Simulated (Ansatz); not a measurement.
Input and output for Hg₂TeF₂.

```yaml
crystal:
  periodic: [false, false, false]
  atoms:
    - {symbol: Hg, position_ang: [1.434055, -0.661344, -0.989753]}
    - {symbol: Hg, position_ang: [-1.376032, 0.374392, 1.200815]}
    - {symbol: Te, position_ang: [0.325709, -1.601501, 1.175636]}
    - {symbol: F, position_ang: [2.278646, 0.033020, -2.618694]}
    - {symbol: F, position_ang: [-2.662378, 1.855433, 1.231995]}
basis:
  gaussian: {orbitals: def2-mTZVP}
hamiltonian: {xc: {name: BLYP}}
scf: {omitted_lower_state_checks: [starts]}
```

```sh
$ ansatz run in.yaml --threads 4 --pin off --events-out ev --progress --plain --max-ram 3916MiB
```

Shortened log:

```
Functional definition: BLYP
1370 factors; their error is unknown
mean field evaluation 1: about -21072.7569 eV, gradient 7.4e1 eV
mean field evaluation 2: about -20736.9614 eV, gradient 3.8e2 eV
mean field evaluation 4: about -21075.0436 eV, gradient 5.3e1 eV
mean field evaluation 8: about -21081.9166 eV, gradient 6.3e-1 eV
mean field evaluation 16: about -21081.7838 eV, gradient 1.6e-4 eV
mean field -21081.78376155 eV, -774.7412634906 hartree, gradient 6.6e-5 eV, S^2 0.000000; 0 other end points of the search recorded, 0 dependent functions left out
reference -21081.78415115 eV, -774.7412778082 hartree; 41, 41 occupied and 105, 105 virtual orbitals, 1370 factors
Total energy: -21081.78415115 eV, -774.7412778082 hartree
Checks for a lower state left out: starts
```

Hardware: 4 threads of Arm Neoverse N1 on a shared host. Wall time 2.9 s.

In the def2 sets Hg, Te take a core potential; there is no spin–orbit coupling.
